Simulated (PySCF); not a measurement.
NTi, doublet, at a GFN2-xTB geometry (such geometries of metal compounds can be far from the true shape); DF-R2SCAN/cc-pVTZ (PySCF).

PySCF was given this input:
```python
from pyscf import gto, scf, dft

mol = gto.Mole()
mol.atom = '''
    Ti   -0.00000000   -0.00000000   -0.41370624
    N     0.00000000    0.00000000    1.30021962
'''
mol.basis = 'cc-pvtz'
mol.spin = 1
mol.verbose = 4
mol.build()

mf = dft.UKS(mol)
mf.xc = 'r2scan'
mf = mf.density_fit(auxbasis='def2-universal-jkfit')
mf.kernel()
mf.analyze()
```

Task: Predict the main parts of the log of this PySCF run.

Result: 
```
PySCF version 2.14.0

[INPUT] verbose = 4
[INPUT] num. atoms = 2
[INPUT] num. electrons = 29
[INPUT] charge = 0
[INPUT] spin (= nelec alpha-beta = 2S) = 1
[INPUT] symmetry False subgroup None
[INPUT] Mole.unit = angstrom
[INPUT] Symbol           X                Y                Z      unit          X                Y                Z       unit  Magmom
[INPUT]  1 Ti     0.000000000000   0.000000000000  -0.413706240000 AA    0.000000000000   0.000000000000  -0.781791489624 Bohr   0.0
[INPUT]  2 N      0.000000000000   0.000000000000   1.300219620000 AA    0.000000000000   0.000000000000   2.457058983586 Bohr   0.0

nuclear repulsion = 47.547733763513
number of shells = 18
number of NR pGTOs = 173
number of NR cGTOs = 98
basis = cc-pvtz
ecp = {}

******** <class 'pyscf.df.df_jk.DFUKS'> ********
method = DFUKS
initial guess = minao
damping factor = 0
level_shift factor = 0
DIIS = <class 'pyscf.scf.diis.CDIIS'>
diis_start_cycle = 1
diis_space = 8
diis_damp = 0
SCF conv_tol = 1e-09
SCF conv_tol_grad = None
SCF max_cycles = 50
direct_scf = False
number electrons alpha = 15  beta = 14
XC library pyscf.dft.libxc version 7.1.2
    S. Lehtola, C. Steigemann, M. J. T. Oliveira, and M. A. L. Marques,  SoftwareX 7, 1–5 (2018)
XC functionals = r2scan
    J. W. Furness, A. D. Kaplan, J. Ning, J. P. Perdew, and J. Sun,  J. Phys. Chem. Lett. 11, 8208–8215 (2020)
    J. W. Furness, A. D. Kaplan, J. Ning, J. P. Perdew, and J. Sun,  J. Phys. Chem. Lett. 11, 9248–9248 (2020)
    J. W. Furness, A. D. Kaplan, J. Ning, J. P. Perdew, and J. Sun,  J. Phys. Chem. Lett. 11, 8208–8215 (2020)
    J. W. Furness, A. D. Kaplan, J. Ning, J. P. Perdew, and J. Sun,  J. Phys. Chem. Lett. 11, 9248–9248 (2020)
radial grids:
    Treutler-Ahlrichs [JCP 102, 346 (1995); DOI:10.1063/1.469408] (M4) radial grids

becke partition: Becke, JCP 88, 2547 (1988); DOI:10.1063/1.454033
pruning grids: <function nwchem_prune>
grids dens level: 3
symmetrized grids: False
atomic radii adjust function: <function treutler_atomic_radii_adjust>
small_rho_cutoff = 0
Set gradient conv threshold to 3.16228e-05
tot grids = 34808
init E= -903.907853845402

cycle= 1 E= -903.70789829588  delta_E=  0.2  |g|= 0.879  |ddm|= 1.75

cycle= 2 E= -891.46043105102  delta_E= 12.2  |g|= 5.05  |ddm|= 4.45

cycle= 3 E= -899.245496862025  delta_E= -7.79  |g|= 2.65  |ddm|= 3.84
cycle= 4 E= -903.918567038492  delta_E= -4.67  |g|= 0.61  |ddm|=  2.4
cycle= 5 E= -904.064905293405  delta_E= -0.146  |g|= 0.16  |ddm|= 0.78
cycle= 6 E= -904.06155519303  delta_E= 0.00335  |g|= 0.18  |ddm|= 0.381
cycle= 7 E= -904.074600075422  delta_E= -0.013  |g|= 0.0844  |ddm|= 0.349
cycle= 8 E= -904.075810623657  delta_E= -0.00121  |g|= 0.0782  |ddm|= 0.157
cycle= 9 E= -904.077225273899  delta_E= -0.00141  |g|= 0.0558  |ddm|= 0.14
cycle= 10 E= -904.078414105678  delta_E= -0.00119  |g|= 0.0171  |ddm|= 0.157
cycle= 11 E= -904.078501309566  delta_E= -8.72e-05  |g|= 0.00673  |ddm|= 0.0407
cycle= 12 E= -904.07852777727  delta_E= -2.65e-05  |g|= 0.0015  |ddm|= 0.0115
cycle= 13 E= -904.078535533932  delta_E= -7.76e-06  |g|= 0.00128  |ddm|= 0.0121
cycle= 14 E= -904.078539363245  delta_E= -3.83e-06  |g|= 0.00103  |ddm|= 0.00937
cycle= 15 E= -904.078540498955  delta_E= -1.14e-06  |g|= 0.000187  |ddm|= 0.00473
cycle= 16 E= -904.078540647343  delta_E= -1.48e-07  |g|= 0.000153  |ddm|= 0.00197
cycle= 17 E= -904.078540664106  delta_E= -1.68e-08  |g|= 5.38e-05  |ddm|= 0.000824
cycle= 18 E= -904.078540667131  delta_E= -3.03e-09  |g|= 1.46e-05  |ddm|= 0.000298
cycle= 19 E= -904.07854066838  delta_E= -1.25e-09  |g|= 1.31e-05  |ddm|= 0.00014
cycle= 20 E= -904.078540670133  delta_E= -1.75e-09  |g|= 1.3e-05  |ddm|= 0.000202
cycle= 21 E= -904.078540671716  delta_E= -1.58e-09  |g|= 1.3e-05  |ddm|= 0.000182
cycle= 22 E= -904.078540671722  delta_E= -6.37e-12  |g|= 1.31e-05  |ddm|= 1.84e-06
Extra cycle  E= -904.078540672998  delta_E= -1.28e-09  |g|= 1.97e-05  |ddm|= 0.000156
converged SCF energy = -904.078540672998  <S^2> = 0.81598601  2S+1 = 2.064932
**** SCF Summaries ****
Total Energy =                        -904.078540672998088
Nuclear Repulsion Energy =              47.547733763512966
One-electron Energy =                -1333.870931789327869
Two-electron Energy =                  382.244657352816830
Two-electron Coulomb Energy =          431.087952386857921
DFT Exchange-Correlation Energy =      -48.843295034041098
**** MO energy ****
                             alpha | beta                alpha | beta
MO #1   energy= -178.434769387091  | -178.434501485536  occ= 1 | 1
MO #2   energy= -19.7238875758351  | -19.7141258425713  occ= 1 | 1
MO #3   energy= -16.4255532739552  | -16.4183409849125  occ= 1 | 1
MO #4   energy= -16.4241146709293  | -16.415274645148   occ= 1 | 1
MO #5   energy= -16.412888737075   | -16.4059956376762  occ= 1 | 1
MO #6   energy= -14.1016677327719  | -14.1099299827609  occ= 1 | 1
MO #7   energy= -2.30096481029507  | -2.2716673412716   occ= 1 | 1
MO #8   energy= -1.43133826599741  | -1.40683061114646  occ= 1 | 1
MO #9   energy= -1.42577801786051  | -1.38758921077045  occ= 1 | 1
MO #10  energy= -1.41052046238982  | -1.38275517836409  occ= 1 | 1
MO #11  energy= -0.582535290463057 | -0.602375308290107 occ= 1 | 1
MO #12  energy= -0.201796937518985 | -0.205831927972719 occ= 1 | 1
MO #13  energy= -0.195196150292038 | -0.200079362352595 occ= 1 | 1
MO #14  energy= -0.194843186902479 | -0.198189158112915 occ= 1 | 1
MO #15  energy= -0.163151689193347 | -0.099605906231756 occ= 1 | 0
MO #16  energy= -0.130317885361601 | -0.0939186132758232 occ= 0 | 0
MO #17  energy= -0.113335891714933 | -0.0764882634423909 occ= 0 | 0
MO #18  energy= -0.0825962117865435 | -0.0482122606734702 occ= 0 | 0
MO #19  energy= -0.0707297722073399 | -0.0411578387817773 occ= 0 | 0
MO #20  energy= -0.046849720162216 | -0.026665508399013 occ= 0 | 0
MO #21  energy= 0.0178689688531876 | 0.019532010106815  occ= 0 | 0
MO #22  energy= 0.0182721789581467 | 0.0203565598405802 occ= 0 | 0
MO #23  energy= 0.0509115577849197 | 0.033312550815138  occ= 0 | 0

To work with the spin densities directly, `use mulliken_meta_spin()` only printing them here.

 ** Mulliken spin pop alpha/beta on meta-lowdin orthogonal AOs **
 ** Mulliken Spin Density (per AO)  **
spin_pop of  0 Ti 1s        0.00000
spin_pop of  0 Ti 2s       -0.00000
spin_pop of  0 Ti 3s        0.00005
spin_pop of  0 Ti 4s        0.50378
spin_pop of  0 Ti 5s        0.00051
spin_pop of  0 Ti 6s        0.00025
spin_pop of  0 Ti 7s        0.00001
spin_pop of  0 Ti 2px      -0.00000
spin_pop of  0 Ti 2py      -0.00000
spin_pop of  0 Ti 2pz      -0.00000
spin_pop of  0 Ti 3px      -0.00001
spin_pop of  0 Ti 3py      -0.00014
spin_pop of  0 Ti 3pz       0.00000
spin_pop of  0 Ti 4px      -0.00296
spin_pop of  0 Ti 4py      -0.00169
spin_pop of  0 Ti 4pz       0.02925
spin_pop of  0 Ti 5px      -0.00009
spin_pop of  0 Ti 5py      -0.00004
spin_pop of  0 Ti 5pz       0.00208
spin_pop of  0 Ti 6px      -0.00009
spin_pop of  0 Ti 6py      -0.00005
spin_pop of  0 Ti 6pz       0.00440
spin_pop of  0 Ti 7px       0.00001
spin_pop of  0 Ti 7py       0.00001
spin_pop of  0 Ti 7pz       0.00009
spin_pop of  0 Ti 3dxy      0.12812
spin_pop of  0 Ti 3dyz      0.12491
spin_pop of  0 Ti 3dz^2     0.15169
spin_pop of  0 Ti 3dxz      0.14446
spin_pop of  0 Ti 3dx2-y2    0.26992
spin_pop of  0 Ti 4dxy      0.00079
spin_pop of  0 Ti 4dyz      0.00085
spin_pop of  0 Ti 4dz^2     0.00089
spin_pop of  0 Ti 4dxz     -0.00003
spin_pop of  0 Ti 4dx2-y2    0.00166
spin_pop of  0 Ti 5dxy      0.00017
spin_pop of  0 Ti 5dyz      0.00008
spin_pop of  0 Ti 5dz^2    -0.00035
spin_pop of  0 Ti 5dxz      0.00006
spin_pop of  0 Ti 5dx2-y2    0.00035
spin_pop of  0 Ti 6dxy      0.00000
spin_pop of  0 Ti 6dyz     -0.00003
spin_pop of  0 Ti 6dz^2     0.00033
spin_pop of  0 Ti 6dxz     -0.00002
spin_pop of  0 Ti 6dx2-y2    0.00001
spin_pop of  0 Ti 4f-3     -0.00000
spin_pop of  0 Ti 4f-2      0.00003
spin_pop of  0 Ti 4f-1     -0.00010
spin_pop of  0 Ti 4f+0      0.00055
spin_pop of  0 Ti 4f+1     -0.00007
spin_pop of  0 Ti 4f+2      0.00006
spin_pop of  0 Ti 4f+3     -0.00000
spin_pop of  0 Ti 5f-3      0.00000
spin_pop of  0 Ti 5f-2      0.00004
spin_pop of  0 Ti 5f-1     -0.00006
spin_pop of  0 Ti 5f+0      0.00181
spin_pop of  0 Ti 5f+1     -0.00002
spin_pop of  0 Ti 5f+2      0.00008
spin_pop of  0 Ti 5f+3      0.00001
spin_pop of  0 Ti 5g-4      0.00001
spin_pop of  0 Ti 5g-3      0.00000
spin_pop of  0 Ti 5g-2      0.00000
spin_pop of  0 Ti 5g-1     -0.00001
spin_pop of  0 Ti 5g+0      0.00016
spin_pop of  0 Ti 5g+1      0.00000
spin_pop of  0 Ti 5g+2      0.00001
spin_pop of  0 Ti 5g+3     -0.00000
spin_pop of  0 Ti 5g+4      0.00000
spin_pop of  1 N 1s        0.00001
spin_pop of  1 N 2s        0.01654
spin_pop of  1 N 3s        0.01181
spin_pop of  1 N 4s        0.00018
spin_pop of  1 N 2px      -0.13949
spin_pop of  1 N 2py      -0.12258
spin_pop of  1 N 2pz      -0.12492
spin_pop of  1 N 3px      -0.00157
spin_pop of  1 N 3py      -0.00109
spin_pop of  1 N 3pz      -0.00058
spin_pop of  1 N 4px      -0.00008
spin_pop of  1 N 4py      -0.00002
spin_pop of  1 N 4pz       0.00019
spin_pop of  1 N 3dxy      0.00001
spin_pop of  1 N 3dyz     -0.00003
spin_pop of  1 N 3dz^2    -0.00000
spin_pop of  1 N 3dxz     -0.00007
spin_pop of  1 N 3dx2-y2    0.00002
spin_pop of  1 N 4dxy      0.00000
spin_pop of  1 N 4dyz     -0.00001
spin_pop of  1 N 4dz^2     0.00005
spin_pop of  1 N 4dxz     -0.00003
spin_pop of  1 N 4dx2-y2    0.00000
spin_pop of  1 N 4f-3     -0.00000
spin_pop of  1 N 4f-2      0.00000
spin_pop of  1 N 4f-1     -0.00000
spin_pop of  1 N 4f+0      0.00000
spin_pop of  1 N 4f+1     -0.00000
spin_pop of  1 N 4f+2      0.00000
spin_pop of  1 N 4f+3     -0.00000
 ** Mulliken Spin Density (per atom)  **
spin density of  0 Ti =      1.36168
spin density of  1 N =     -0.36168
 ** Mulliken pop alpha/beta on meta-lowdin orthogonal AOs **
 ** Mulliken pop       alpha | beta **
In total            15.00000 | 14.00000
 ** Mulliken atomic charges   ( Nelec_alpha | Nelec_beta ) **
charge of  0Ti =      0.55345  (    11.40412     10.04243 )
charge of  1N =     -0.55345  (     3.59588      3.95757 )
Dipole moment(X, Y, Z, Debye): -0.00000,  0.00000, -5.25095
```
